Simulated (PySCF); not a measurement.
**Static response to an electric field**

H10NPSi3.
Geometry (GFN2-xTB, Å), atoms numbered from 1 in this order:
```
atom  x, y, z in Å
Si1   -1.8807   -1.1733   -0.2443
N2    -0.5506   -0.0613   -0.0417
Si3   -0.7368    1.6014    0.4755
Si4    1.0186   -0.7081   -0.4053
P5     2.5472    0.8997   -0.1694
H6    -3.1063   -0.4568    0.0844
H7    -1.6728   -2.3105    0.6540
H8    -1.8822   -1.6383   -1.6319
H9    -2.1679    1.8187    0.6621
H10   -0.1996    2.4887   -0.5563
H11   -0.0216    1.7729    1.7444
H12    1.2621   -1.8667    0.4666
H13    1.0640   -1.1560   -1.8037
H14    3.6116    0.0651   -0.4494
H15    2.7104    0.7326    1.1932
```

Level: PBE0/def2-SVPD (PySCF), static field, nuclei fixed, core orbitals frozen in the response. The polarisability tensor in these axes (au):

```
x   128.28   8.80  -1.16
y     8.80 113.80   5.29
z    -1.16   5.29  93.92
```

**Question.** Give the principal values, the mean and the anisotropy Δα = √{½[(α1 − α2)² + (α2 − α3)² + (α1 − α3)²]}.

**Answer.** Principal values 92.27, 111.25 and 132.48 au; mean 112.00 au = 16.60 Å³ = 18.47 × 10⁻⁴⁰ C²·m²/J; Δα = 34.84 au (31 % of the mean).

**Question.** What is the dipole moment, and where does it point?

**Answer.** (-0.03, -0.35, 0.33) D, 0.48 D in size, pointing from the negative to the positive side. Measured along this direction, the outermost atoms are H10 at the negative end and H7 at the positive end.

**Question.** What molar refraction does this α imply?

**Answer.** Lorentz–Lorenz: R = (4π/3)N_A α = 2.5225 cm³/(mol·Å³) × 16.60 Å³ = 41.9 cm³/mol, in the limit of long wavelengths.

**Question.** Traceless (Buckingham) quadrupole moment about the centre of nuclear charge: eigenvalues?

**Answer.** -4.38, 0.24, 4.14 D·Å. The values depend on the origin, since the dipole doesn't vanish. The electronic extent ⟨r²⟩ about the same centre is 1327 bohr², a root-mean-square distance of 2.24 Å for the 74 electrons.

**Question.** In TDDFT the mean static polarisability is Σ f/ω² over all singlet excitations (ω in hartree). How much of it do the 6 lowest give? Their energies (eV) and oscillator strengths: 5.71, 0.0037; 6.01, 0.0355; 6.23, 0.0060; 6.48, 0.0112; 6.65, 0.0264; 6.76, 0.0190.

**Answer.** They add up to 1.87 au, 1.7 % of the 112.00 au; the largest single term is 0.73 au, from the state at 6.01 eV. Terms in order: 0.08, 0.73, 0.11, 0.20, 0.44, 0.31 au. Higher excitations give the rest. The strengths listed sum to 0.102.

**Question.** Rayleigh depolarisation ratio (linearly polarised light, static tensor)?

**Answer.** ρ = 3Δα²/(45ᾱ² + 4Δα²) = 3641.0/(564464 + 4854.7) = 0.0064.

**Question.** Directions of the eigenvectors, and the extent of the frame along each?

**Answer.** Largest value along (0.90, 0.43, 0.03), where the nuclei span 6.26 Å; middle along (-0.42, 0.86, 0.29), 4.67 Å; least along (0.10, -0.28, 0.96), 2.51 Å. The response follows the extents in order.

Isolated species at its GFN2-xTB geometry (one conformer only).

These values come from a run that also computed excited states. Time: 37 s of wall time (grids of density and orbitals included); peak memory 0.83 GiB. Hardware: one thread of an Intel Xeon Platinum 8488C, no GPU, shared host with 192 logical CPUs at a one-minute load of 129.
